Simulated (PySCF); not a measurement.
Species: CH3F2Si (doublet state).
Cartesian coordinates in Å at the GFN2-xTB level; atoms count from 1:
```xyz
7
CH3F2Si angstrom
F     -1.2394   -1.2676   -0.4383
C     -0.7556   -0.0839    0.0321
F     -1.4879    0.8960   -0.5680
Si     1.1263    0.1078   -0.3730
H     -1.0069   -0.0484    1.1049
H      1.5411    1.4416    0.0335
H      1.8258   -1.0407    0.1816
```

The hyperfine couplings belong to this conformer and change with its torsions.

As a line formula: `FC(F)[SiH2]` [radical].

Method used: UKS B3LYP, pcH-1 on C F H Si, non-relativistic, mean-field spin-orbit, GIAO (PySCF). The structure is a single GFN2-xTB conformer in the gas phase; no vibrational or solvent corrections. A GFN2-xTB geometry isn't a minimum of the functional, and hyperfine couplings can be far from their values at a DFT geometry, by a factor of two or more for some ions and for spin on atoms past the first row. The SCF solution wasn't tested for stability.

(1) Predict the first-order ENDOR lines of C2, F1/F3, H5 and H6/H7 under fast tumbling at B = 336.5 mT (X band).

(2) Which pairs are centred on the nuclear Larmor frequency, and which on half the coupling?

(3) At what field would the lower line of F1/F3 fall to zero frequency?

## Answers

(1) For S = 1/2 in fast tumbling each set of equivalent nuclei gives two lines, ν± = |νn ± a/2| to first order, with νn = g_N μN B/h and μN/h = 7.62259 MHz/T.

```
nuclei  isotope     g_N  νn (MHz)  a_iso (MHz)  lower line (MHz)  upper line (MHz)
    C2      13C  1.4048      3.60        -7.82              0.30              7.51
 F1/F3      19F  5.2577     13.49        20.79              3.09             23.88
    H5       1H  5.5857     14.33        43.81              7.58             36.23
 H6/H7       1H  5.5857     14.33        34.11              2.73             31.38
```

The rows for 13C, of low natural abundance, apply to labelled samples.

(2) Centred on νn, since |a| < 2νn: F1/F3. Centred on |a|/2 and split by 2νn: C2, H5 and H6/H7.

(3) Where νn = |a|/2, that is B = 10.40 MHz/(5.2577 × 7.62259 MHz/T) = 259 mT, as far as first order holds there.

The run took 14 s wall (with the writing of density and orbital grids) on one thread of an Arm Neoverse V1, no GPU, shared host with 64 logical CPUs at a one-minute load of 44, and the process peaked at 0.52 GiB of memory.
